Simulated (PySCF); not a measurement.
C₂H₁₂OSi₃, SMILES CO[Si@@H]([SiH3])C[SiH3]. Coordinates come from a B3LYP-D3(BJ)/def2-SVP optimisation. The structure was generated by enumeration; whether it is a known compound was not checked. The values are those of a single conformer.

Q: Give the equilibrium geometry at B3LYP-D3(BJ)/def2-SVP (PySCF confirms it by a frequency run) as bond lengths and angles. (An estimate is asked for; the answer gives what the named calculation found.)

A: One answer among several that fit: 
Atoms: C1 O2 Si3 Si4 C5 Si6 H7 H8 H9 H10 H11 H12 H13 H14 H15 H16 H17 H18. Bonds (Å): C1–O2 1.409, C1–H7 1.101, C1–H8 1.107, C1–H9 1.107, O2–Si3 1.676, Si3–Si4 2.346, Si3–C5 1.887, Si3–H10 1.499, Si4–H11 1.492, Si4–H12 1.494, Si4–H13 1.494, C5–Si6 1.888, C5–H14 1.105, C5–H15 1.104, Si6–H16 1.493, Si6–H17 1.492, Si6–H18 1.492. Angles (°): O2–C1–H7 108.8, O2–C1–H8 112.0, O2–C1–H9 112.0, H7–C1–H8 107.9, H7–C1–H9 108.0, H8–C1–H9 107.9, C1–O2–Si3 124.2, O2–Si3–Si4 105.3, O2–Si3–C5 111.3, O2–Si3–H10 109.5, Si4–Si3–C5 111.8, Si4–Si3–H10 111.1, C5–Si3–H10 107.9, Si3–Si4–H11 110.7, Si3–Si4–H12 110.1, Si3–Si4–H13 110.0, H11–Si4–H12 109.0, H11–Si4–H13 108.6, H12–Si4–H13 108.3, Si3–C5–Si6 115.7, Si3–C5–H14 108.9, Si3–C5–H15 108.3, Si6–C5–H14 108.4, Si6–C5–H15 108.2, H14–C5–H15 107.1, C5–Si6–H16 110.5, C5–Si6–H17 109.8, C5–Si6–H18 111.0, H16–Si6–H17 108.3, H16–Si6–H18 108.5, H17–Si6–H18 108.6.
